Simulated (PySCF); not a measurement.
**Two probes of the same atoms: core binding energy and nuclear shielding**

Species: C3H7FOSi.
SMILES with atom numbers: `[CH3:1][C@@H:2]1[CH2:3][O:4][Si@@H:5]1[F:6]`

Cartesian coordinates in Å at the GFN2-xTB level; atoms count from 1:
```
atom  x, y, z in Å
C1     1.5560   -0.2947   -0.0166
C2     0.1429   -0.1868    0.5338
C3    -0.9193   -0.9520   -0.2715
O4    -1.7357    0.1464   -0.7187
Si5   -0.9174    1.3329    0.0682
F6    -0.2741    2.3954   -0.9538
H7     1.9217   -1.3177    0.0702
H8     2.2277    0.3585    0.5366
H9     1.5860   -0.0052   -1.0649
H10    0.1367   -0.4712    1.5851
H11   -0.5287   -1.4796   -1.1416
H12   -1.5332   -1.6279    0.3238
H13   -1.6671    2.1022    1.0317
```

Binding energies: delta-SCF UKS SCAN, pcX-2 on the ionised atom, pcseg-1 elsewhere, spin-free X2C (PySCF). Shieldings: GIAO PBE0/pcSseg-1, non-relativistic, same geometry.

```
atom  isotropic shielding (ppm)
  C1                      171.4
  C2                      149.0
  C3                      111.6
```

Question: What are the C 1s binding energies of these atoms?

Answer: 
| atom | environment | C 1s (eV) | isotropic shielding (ppm) |
| --- | --- | --- | --- |
| C2 | sp3 carbon bound to silicon | 290.47 | 149.0 |
| C1 | methyl carbon | 290.86 | 171.4 |
| C3 | sp3 carbon bound to oxygen | 292.30 | 111.6 |

Question: Among the listed atoms, is the one with the highest binding energy also the least shielded?

Answer: Yes: C3 has both (292.30 eV, 111.6 ppm).

By binding energy: C2 < C1 < C3. By shielding: C3 < C2 < C1.

Isolated species at its GFN2-xTB geometry, gas phase.
